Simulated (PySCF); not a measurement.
NMR data sheet: C₅H₉OPSi

| Quantity | Value |
| --- | --- |
| Formula | C5H9OPSi |
| SMILES | Cc1ccoc1[SiH2]P |
| InChI | InChI=1S/C5H9OPSi/c1-4-2-3-6-5(4)8-7/h2-3H,7-8H2,1H3 |
| Point group of the computed structure | C1 |
| Carbon signals | 5 |
| Proton signals | 5 |

Molfile (atoms numbered from 1):
```
C5H9OPSi
     RDKit          3D

 17 17  0  0  0  0  0  0  0  0999 V2000
   -0.4394   -1.8273   -0.5430 C   0  0  0  0  0  0  0  0  0  0  0  0
   -0.9609   -0.4978   -0.1293 C   0  0  0  0  0  0  0  0  0  0  0  0
   -2.2976   -0.1901    0.2286 C   0  0  0  0  0  0  0  0  0  0  0  0
   -2.3163    1.1405    0.5129 C   0  0  0  0  0  0  0  0  0  0  0  0
   -1.1004    1.6755    0.3571 O   0  0  0  0  0  0  0  0  0  0  0  0
   -0.2598    0.6800   -0.0333 C   0  0  0  0  0  0  0  0  0  0  0  0
    1.5090    1.1873   -0.3667 Si  0  0  0  0  0  4  0  0  0  0  0  0
    2.8984   -0.4510    0.2904 P   0  0  0  0  0  0  0  0  0  0  0  0
    0.6382   -1.8768   -0.3941 H   0  0  0  0  0  0  0  0  0  0  0  0
   -0.6481   -2.0032   -1.5984 H   0  0  0  0  0  0  0  0  0  0  0  0
   -0.9172   -2.6183    0.0314 H   0  0  0  0  0  0  0  0  0  0  0  0
   -3.1241   -0.8702    0.2712 H   0  0  0  0  0  0  0  0  0  0  0  0
   -3.1060    1.7933    0.8308 H   0  0  0  0  0  0  0  0  0  0  0  0
    1.7313    2.4604    0.3264 H   0  0  0  0  0  0  0  0  0  0  0  0
    1.7484    1.3593   -1.8061 H   0  0  0  0  0  0  0  0  0  0  0  0
    4.0068    0.3698    0.3702 H   0  0  0  0  0  0  0  0  0  0  0  0
    2.6309   -0.3193    1.6422 H   0  0  0  0  0  0  0  0  0  0  0  0
  1  2  1  0
  2  3  1  0
  3  4  2  0
  4  5  1  0
  5  6  1  0
  6  7  1  0
  7  8  1  0
  6  2  2  0
  1  9  1  0
  1 10  1  0
  1 11  1  0
  3 12  1  0
  4 13  1  0
  7 14  1  0
  7 15  1  0
  8 16  1  0
  8 17  1  0
M  END
```

- σ from GIAO-PBE0/pcSseg-1
- geometry: GFN2-xTB
- code: PySCF 2.14.0 with density-fitted response routines
- single conformer, averaged over atoms made equivalent by symmetry, fast rotation or ring inversion, isolated molecule, non-relativistic Hamiltonian

Referencing at the same level of theory: ¹H and ¹³C and ²⁹Si vs TMS; ³¹P vs H3PO4; ¹⁷O vs H2O.

| carbon | δC, type | δH (multiplicity) | HMBC from (2–3 bonds) | span of the C tensor (ppm) |
| --- | --- | --- | --- | --- |
| C1 | 13.8, CH3 | 2.55 (s) | H12 | 21 |
| C2 | 143.1, C | – | H13, H12, H14/H15, H9/H10/H11 | 200 |
| C3 | 120.0, CH | 6.60 (m) | H13, H9/H10/H11 | 170 |
| C4 | 153.6, CH | 7.69 (m) | H12 | 151 |
| C6 | 147.9, C | – | H13, H12, H14/H15, H9/H10/H11, H16/H17 | 129 |

Other nuclei:
```
  atoms  nucleus                            environment  δ (ppm)  σ (ppm)
H14/H15       ¹H   hydrogen on a silicon bonded to C, P     5.10    26.62
H16/H17       ¹H  hydrogen on a phosphorus bonded to Si     1.17    30.55
     P8      ³¹P           phosphorus bonded to Si, 2 H   -308.3    626.7
    Si7     ²⁹Si            silicon bonded to C, P, 2 H    -64.7    413.9
     O5      ¹⁷O                   aromatic ring oxygen    320.7     15.4
```

1. δC 153.6: aromatic CH next to the ring oxygen.
2. δC 147.9: substituted aromatic carbon next to the ring oxygen.
3. δC 143.1: substituted aromatic carbon.
4. δC 120.0: aromatic CH.
5. δH 2.55: hydrogen on a methyl carbon on an aromatic ring; benzylic-type position, deshielded by the ring.

Splittings by ³¹P in the carbon and heteronuclear signals aren't shown, as no couplings were computed. Shifts are as computed. Against solution values, carbons near 30 ppm lie about +3 ppm off and those near 130 ppm about +5 ppm. Of 1309 compounds with measured shifts, 239 miss one by over three times the rms of a fit or turn the order of signals round; such compounds aren't used in these exercises. Unscaled 17O shifts of doubly bonded oxygen tend to come out too high, by tens of ppm or more. Experimental scales use liquid or dissolved standards, which lie at an offset from isolated H2O (liquid H2O: subtract about 36 ppm) and H3PO4. No couplings were computed; multiplicities are counted from neighbouring protons, with m where these are inequivalent, close in shift, in a saturated or five-membered ring or joined by F or P, and br s for small geminal =CH2 splittings.
